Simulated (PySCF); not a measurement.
C2H9FOSi2, SMILES OCC[SiH2][SiH2]F. Geometry: PBE-D3(BJ)/def2-SVP. The structure was generated by enumeration, and PubChem lists no compound with its InChIKey, so it may never have been made. Other conformers were not sampled.

Computed equilibrium geometry at PBE-D3(BJ)/def2-SVP (PySCF confirms it by a frequency run) as a Z-matrix (one conformer of several):
```
Si
H 1 1.5059
H 1 1.5097 2 107.84
C 1 1.9141 2 110.13 3 -119.25
H 4 1.1095 1 110.28 2 74.17
H 4 1.1109 5 107.09 1 117.69
C 4 1.5240 5 110.38 6 118.93
H 7 1.1160 4 110.81 5 -60.21
H 7 1.1170 8 107.18 4 -120.07
O 7 1.4301 8 110.26 9 -121.23
H 10 0.9743 7 108.96 8 70.74
Si 1 2.3512 2 111.40 3 120.06
F 12 1.6580 1 106.77 2 -48.93
H 12 1.5011 13 106.18 1 -121.76
H 12 1.5052 14 111.28 13 114.26
```
Charge 0, spin multiplicity 1.
